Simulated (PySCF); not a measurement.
NMR data sheet: C5H4F2O3

```yaml
Formula: C5H4F2O3
SMILES: O=C1OCC=C1OC(F)F
Point_group_of_the_computed_structure: C1
Degrees_of_unsaturation: 3
Carbon_signals: 5
Proton_signals: 3
```

Mapped SMILES: `[O:1]=[C:2]1[O:3][CH2:4][CH:5]=[C:6]1[O:7][CH:8]([F:9])[F:10]`. Hydrogens are named by the atom that carries them.

How the numbers were obtained: GFN2-xTB geometry, GIAO PBE0/pcSseg-1 shieldings, in PySCF (one conformer, gas phase, fast rotation and ring inversion assumed for equivalent nuclei, no relativistic terms).

δ = σ(ref) − σ, references computed at the same level: ¹H, ¹³C against TMS; ¹⁹F against CFCl3; ¹⁷O vs H2O.

| carbon | δC, type | δH (multiplicity) | HMBC from (2–3 bonds) | span of the C tensor (ppm) |
| --- | --- | --- | --- | --- |
| C2 | 171.1, C | – | H(C5), H(C4) | 149 |
| C4 | 70.3, CH2 | 5.11 (m) | H(C5) | 52 |
| C5 | 133.0, CH | 6.76 (t) | H(C4) | 199 |
| C6 | 150.6, C | – | H(C8), H(C5), H(C4) | 160 |
| C8 | 120.4, CH | 8.43 (m) | – | 34 |

Other nuclei:
| atoms | nucleus | environment | δ (ppm) | σ (ppm) |
| --- | --- | --- | --- | --- |
| F9/F10 | ¹⁹F | fluorine of a CF2 group | -101.0 | 271.9 |
| O1 | ¹⁷O | ester carbonyl oxygen | 410.7 | -74.6 |
| O3 | ¹⁷O | ester alkoxy oxygen | 213.8 | 122.2 |
| O7 | ¹⁷O | ether oxygen | 164.4 | 171.6 |

1. Carbon types of the structure: 2 × C, 2 × CH, 1 × CH2, which accounts for all hydrogens.
2. δC 171.1: ester carbonyl carbon; lone-pair donation from the attached heteroatom keeps it upfield of a ketone carbonyl.
3. δC 150.6: alkene carbon bearing oxygen; an sp2 carbon further deshielded by the attached heteroatom.
4. δC 133.0: β carbon of a C=C–C=O unit; conjugation with the carbonyl draws π density from the β position.
5. δC 120.4: sp3 CH bonded to 2 F and O; 3 electronegative neighbours deshield it.
6. δC 70.3: allylic sp3 CH2 bonded to O; deshielded by the electronegative neighbour.

Splittings by ¹⁹F in the carbon and heteronuclear signals aren't shown, as no couplings were computed. Shifts are as computed. Against solution values, carbons near 30 ppm lie about +3 ppm off and those near 130 ppm about +5 ppm. Of 1211 compounds with measured shifts, 218 miss one by over three times the rms of a fit or turn the order of signals round; such compounds aren't used in these exercises. Unscaled 19F shifts against computed CFCl3 carry errors that often reach 10 to 50 ppm. Unscaled 17O shifts of doubly bonded oxygen tend to come out too high, by tens of ppm or more. Experimental scales use liquid or dissolved standards, which lie at an offset from isolated H2O (liquid H2O: subtract about 36 ppm). Multiplicities follow the n + 1 count of equivalent neighbours, as no J values were calculated; m marks all less simple cases, F and P coupling included.
